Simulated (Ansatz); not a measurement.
The cluster Al2O3. Charge 0, multiplicity 5. Geometry PBE-D4/def2-SVP; atoms count from 1.

```xyz
5

Al   -0.120   -1.152   -1.357
Al    0.894    0.678    1.385
O    -1.796   -1.711   -1.170
O     0.384   -0.234    0.013
O     0.638    2.418    1.129
```

At PBE0-D4/def2-TZVP a singlet of charge 0 lies 3.08 eV below the quintet, each at its own geometry. The structure comes from a short search, and lower isomers may exist.

Problem. Estimate the Mulliken populations from the PBE0/def2-TZVP orbitals of Ansatz.

Solution. 
| atom | charge (e) | spin (α − β) |
| --- | --- | --- |
| Al1 | 0.44 | 0.90 |
| Al2 | 0.44 | 0.90 |
| O3 | -0.29 | 1.05 |
| O4 | -0.30 | 0.10 |
| O5 | -0.29 | 1.05 |
Mulliken values and Mayer orders depend strongly on the basis.

Problem. Where does the spin sit?

Solution. Summed by element: Al 1.80, O 2.20, of 4 unpaired in all. Largest on single atoms: O3 1.05, O5 1.05, Al2 0.90.

Problem. And the Mayer bond orders between bonded heavy atoms (over 0.3)?

Solution. Al1–O3 1.12 (1.78 Å); Al1–O4 1.18 (1.72 Å); Al2–O4 1.18 (1.72 Å); Al2–O5 1.12 (1.78 Å).
